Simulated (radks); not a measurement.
Numerical settings for neutral gold, [Xe] 4f14 5d10 6s1. Calculated with a radial shooting solver on a logarithmic mesh with Libxc functionals: scalar-relativistic Kohn-Sham, BLYP, spin-polarised, spherical densities, finite nucleus; open shells are filled with parallel spins first (spin-orbit coupling, left out, can overturn this in heavy ions); Fermi nuclear charge, rms radius 5.4371 fm. The defaults (mesh step 0.008 in ln r, mesh end at 40 bohr or more with all orbitals vanishing there, Anderson mixing 0.5 over 9 steps, residual threshold near 1e-9 with the energy settled to 1e-9 hartree or 1e-11 of itself, here a cap of 56 iterations) give E = -19008.634 hartree and 6s at -6.002 eV in 16 iterations. Run on one thread of a shared host, so times are rough (Arm Neoverse N1): 0.39 s of CPU time, 0.39 s wall, 16 iterations on 2440 mesh points. Changes against that run (0 stands for a change within the tolerance of the run):

| setting | iterations | converged | E (mhartree) | e(6s) (meV) | CPU (s) |
|---|---|---|---|---|---|
| mesh step in ln r 0.03 | 15 | yes | +0.00535 | 0 | 0.13 |
| mesh step in ln r 0.005 | 16 | yes | 0 | 0 | 0.61 |
| mesh step in ln r 0.2 | 4 | no | diverged | - | 0.02 |
| mesh end (bohr) 20 | 16 | yes | 0 | 0 | 0.38 |
| mesh end (bohr) 400 | 16 | yes | 0 | 0 | 0.4 |
| residual threshold 0.001 | 10 | yes | 0 | -1.16 | 0.29 |
| residual threshold 1e-05 | 12 | yes | 0 | -0.0157 | 0.33 |
| mixing 0.05 | 23 | yes | 0 | 0 | 0.54 |
| linear mixing, mixing 0.05 | 56 | no | -16.5 | -281 | 1.3 |
| linear mixing, mixing 0.2 | 56 | no | 0 | -0.00812 | 1.1 |
| mixing history 2 | 30 | yes | 0 | 0 | 0.64 |
| iteration cap 3 | 3 | no | -7.28 | -610 | 0.1 |

No run marked as converged misses the energy by more than 1 mhartree. A mesh that ends early acts as a hard wall.
